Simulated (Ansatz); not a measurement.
```yaml
atoms:
  - { symbol: O, position_ang: [-1.0410, -0.4364, 0.0000] }
  - { symbol: C, position_ang: [0.5205, 0.8541, 0.0000] }
  - { symbol: O, position_ang: [1.6898, 0.5339, 0.0000] }
  - { symbol: H, position_ang: [-0.6496, -1.3351, 0.0000] }
  - { symbol: H, position_ang: [0.1426, 1.8832, 0.0000] }
```

Basis set: pcseg-2 (spherical functions). Charge 0, multiplicity 1.

Computed with Ansatz (development build ahead of 0.2.0); each method stands on the lowest determinant of its kind that the runs found.

Give the atomization energy at this shape (free ground-state atoms in the same class of orbitals less the molecule, no zero-point energy) of singlet CH₂O₂ by r²SCAN (unrestricted), PBE0 (unrestricted).

```json
{"method": "r²SCAN (unrestricted)", "atomization energy": "19.14 eV"}
{"method": "PBE0 (unrestricted)", "atomization energy": "18.69 eV"}
```

Caution: the shape is not the minimum.
